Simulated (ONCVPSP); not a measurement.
# Logarithmic derivatives: selenium, ONCV

| Quantity | Value |
| --- | --- |
| Element | Se |
| Generator | ONCVPSP 4.0.1 |
| Type | optimised norm-conserving Vanderbilt (ONCV) |
| Functional | revPBE |
| Relativity | scalar-relativistic |
| Frozen core | [Ar] |
| Valence charge | 16 |
| Reference configuration | 3d10 4s2 4p3 (charge +1) |
| Partial waves | 4s: rc 1.15 bohr, ncon 3, nbas 6, qcut 6.6 1/bohr, 3 projectors, debl 3 Ha; 4p: rc 1.35 bohr, ncon 3, nbas 7, qcut 6.9 1/bohr, 2 projectors, debl 0.6 Ha; 3d: rc 0.85 bohr, ncon 4, nbas 8, qcut 17.8 1/bohr, 1 projector |
| Local potential | polynomial inside 0.75 bohr (lpopt 5, dvloc0 1 Ha) |
| Core correction | polynomial model core, fcfact 0.6 |

The phase is arctan(r·R′/R) of the radial function R(r), unwrapped; energies in Ha, scanned from -4 to 5 Ha. A pole is an energy at which the radial function vanishes at the test radius. The pseudo phase is shifted by a multiple of π to meet the all-electron one at the reference energy, and phase errors are pseudo minus all-electron; the curves can meet again beyond the range given. Levels narrower than the energy grid can be missing from the lists of poles.

```csv
channel,radius (bohr),reference energy (Ha),"poles, all-electron","poles, pseudo",unbroken range about the reference energy with phases within 0.05 rad,phase error 1 Ha above the reference energy (rad)
s,1.17,-0.98,none,none,the whole range,-0.000
p,1.37,-0.56,none,none,above -3.9,-0.000
d,0.86,-2.34,-0.08,-0.00,below 3.5,+0.002
```

Note: ghosts flagged at negative energy: s at -228.6 eV, p at -121.0 eV; GHOST(+) flags only above 600 eV. A true bound ghost makes a file unfit for plane-wave use.

Phases in the d channel:

| E (Ha) | all-electron | pseudo |
| --- | --- | --- |
| -3.98 | -0.266 | -0.253 |
| -3.74 | -0.444 | -0.435 |
| -3.50 | -0.612 | -0.606 |
| -3.26 | -0.762 | -0.759 |
| -3.02 | -0.893 | -0.891 |
| -2.78 | -1.004 | -1.004 |
| -2.54 | -1.099 | -1.099 |
| -2.30 | -1.179 | -1.179 |
| -2.06 | -1.247 | -1.246 |
| -1.82 | -1.305 | -1.304 |
| -1.58 | -1.356 | -1.355 |
| -1.34 | -1.401 | -1.398 |
| -1.10 | -1.440 | -1.437 |
| -0.86 | -1.476 | -1.472 |
| -0.62 | -1.508 | -1.503 |
| -0.38 | -1.537 | -1.531 |
| -0.14 | -1.564 | -1.557 |
| 0.10 | -1.589 | -1.581 |
| 0.34 | -1.613 | -1.603 |
| 0.58 | -1.636 | -1.624 |
| 0.82 | -1.657 | -1.644 |
| 1.06 | -1.679 | -1.663 |
| 1.30 | -1.699 | -1.682 |
| 1.54 | -1.719 | -1.700 |
| 1.78 | -1.739 | -1.717 |
| 2.02 | -1.759 | -1.735 |
| 2.26 | -1.779 | -1.752 |
| 2.50 | -1.799 | -1.769 |
| 2.74 | -1.820 | -1.786 |
| 2.98 | -1.841 | -1.803 |
| 3.22 | -1.864 | -1.820 |
| 3.46 | -1.887 | -1.838 |
| 3.70 | -1.911 | -1.857 |
| 3.94 | -1.937 | -1.875 |
| 4.18 | -1.964 | -1.895 |
| 4.42 | -1.994 | -1.915 |
| 4.66 | -2.026 | -1.937 |
| 4.90 | -2.061 | -1.959 |
